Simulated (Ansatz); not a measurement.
The first iterations of a band of BH₂IO (5 atoms, charge 0, multiplicity 1).

The calculation used UKS B3LYP/def2-SVP (Ansatz 0.2.0).

```
movable images  : 7
climbing image  : yes
spring          : 5.0 eV/Å²
optimiser       : quadratic models (default)
start path      : through a guess of the saddle point
force threshold : 0.05 eV/Å
iteration limit : 60
end points      : relaxed
```

First end point:

```xyz
5
Properties=species:S:1:pos:R:3
O -0.496 -0.973 -0.286
B 0.407 -0.088 0.141
I -0.003 2.046 0.159
H -1.337 -0.598 -0.583
H 1.479 -0.461 0.528
```

Last end point:

```xyz
5
Properties=species:S:1:pos:R:3
O 0.308 -0.383 0.078
B 1.112 -1.242 0.320
I -2.161 2.423 -0.653
H -1.112 1.215 -0.344
H 1.903 -2.086 0.558
```

| iteration | highest image above the first end (eV) | largest band force component (eV/Å) |
| --- | --- | --- |
| 1 | 9.596 | 71.660 |
| 2 | 2.452 | 6.690 |
| 3 | 1.945 | 3.693 |
| 4 | 2.024 | 2.471 |
| 5 | 2.036 | 1.910 |
| 6 | 2.109 | 1.599 |
| 7 | 2.180 | 2.135 |

Task: Does the band converge within its limit, and where does its top end?

Result: It converged. It ended after 23 iterations with the highest image 1.856 eV above the first end. Neighbouring images differ by up to 1.3 eV, so the band resolves the path poorly. A vibrational analysis at the climbing image gives one clearly imaginary mode, 1378i cm⁻¹: a first-order saddle point. The orbitals stay closed-shell, which can raise the energy where a bond breaks towards radicals; this wasn't checked here.

The run took 9.1 min on 1 thread of Arm Neoverse V1 (shared host), peak memory 0.17 GiB.
